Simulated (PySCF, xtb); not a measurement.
BO, SMILES O=[B], multiplicity 2.

Harmonic wavenumbers (cm⁻¹) from GFN2-xTB in xtb at its own minimum, in rising order: 2091.

Q: What does B3LYP-D3(BJ)/def2-TZVPD (PySCF 2.14.0) give at its own minimum? (Estimate from the structure and the level; the computed values follow.)

A: 1923. Paired by order, the mean absolute difference is 168 cm⁻¹ and the zero-point energies are 3.0 and 2.7 kcal/mol.
